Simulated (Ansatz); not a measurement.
Input file for C₂H₆O₂SSi, SMILES `O/C([SiH3])=C(\O)S`:

```yaml
crystal:
  periodic: [false, false, false]
  atoms:
    - {symbol: O, position_ang: [0.068075, -1.282107, -1.344554]}
    - {symbol: C, position_ang: [0.057805, -0.285889, -0.386864]}
    - {symbol: Si, position_ang: [1.592870, 0.155437, 0.575930]}
    - {symbol: C, position_ang: [-1.126043, 0.316672, -0.199804]}
    - {symbol: O, position_ang: [-2.256209, -0.040058, -0.847501]}
    - {symbol: S, position_ang: [-1.225997, 1.723460, 0.827050]}
    - {symbol: H, position_ang: [0.928367, -1.707869, -1.356991]}
    - {symbol: H, position_ang: [2.606227, -0.836214, 0.096475]}
    - {symbol: H, position_ang: [1.417893, -0.018733, 2.037933]}
    - {symbol: H, position_ang: [2.114892, 1.514330, 0.287588]}
    - {symbol: H, position_ang: [-2.036941, -0.801043, -1.403672]}
    - {symbol: H, position_ang: [-2.063838, 1.206914, 1.748108]}
basis:
  gaussian: {orbitals: def2-TZVPP}
correlation: {method: ccsd_t}
```

```sh
$ ansatz run in.yaml --threads 2 --pin off --events-out ev --progress --plain --max-ram 22528MiB --backend cuda --devices 0, --max-vram 18GiB
```

Log, shortened:

```
Functional definition: HF
1755 factors; integrals over basis functions are off by at most 8.9e-4 eV
mean field evaluation 1: about -24907.3361 eV, gradient 4.1e1 eV
mean field evaluation 2: about -24907.7669 eV, gradient 4.1e1 eV
mean field evaluation 4: about -24911.8564 eV, gradient 5.1e0 eV
mean field evaluation 8: about -24911.9529 eV, gradient 4.2e-1 eV
mean field evaluation 16: about -24911.9539 eV, gradient 2.8e-6 eV
mean field -24911.95388938 eV, -915.4974195060 hartree, gradient 2.8e-6 eV, S^2 0.000000; 0 other end points of the search recorded, 0 dependent functions left out
14 core orbitals not correlated: weight in the atoms' cores, before any rotation towards them, 1.000 or more for the frozen orbitals, at most 0.000 for the correlated occupied ones
reference -24911.95388938 eV, -915.4974195060 hartree; 18, 18 occupied and 260, 260 virtual orbitals, 1755 factors
second order -29.97549948 eV of doubles, -0.00000000 eV of singles
cycle   1  -30.21761983 eV  change   -2.4e-1 eV  update   1.3e-1
cycle   2  -31.00386617 eV  change   -7.9e-1 eV  update   4.1e-2
cycle   3  -31.20139599 eV  change   -2.0e-1 eV  update   2.1e-2
cycle   4  -31.18463888 eV  change    1.7e-2 eV  update   5.3e-3
cycle   5  -31.18204367 eV  change    2.6e-3 eV  update   2.5e-3
cycle   6  -31.18321197 eV  change   -1.2e-3 eV  update   7.3e-4
cycle   7  -31.18277237 eV  change    4.4e-4 eV  update   3.1e-4
cycle   8  -31.18262437 eV  change    1.5e-4 eV  update   1.1e-4
cycle   9  -31.18267366 eV  change   -4.9e-5 eV  update   4.6e-5
cycle  10  -31.18268228 eV  change   -8.6e-6 eV  update   1.7e-5
perturbative correction -1.37695402 eV, -0.0506021270 hartree
Total energy: -24944.51352569 eV, -916.6939640705 hartree
```

Run time 3.8 s (2 threads of an AMD EPYC 7R13 on a shared host and a share of an NVIDIA H100 80 GB); peak host memory 0.87 GiB.

MP2 recovers 92.1 % of the CCSD(T) correlation energy and the triples give 4.2 %; T1 = 0.0134.
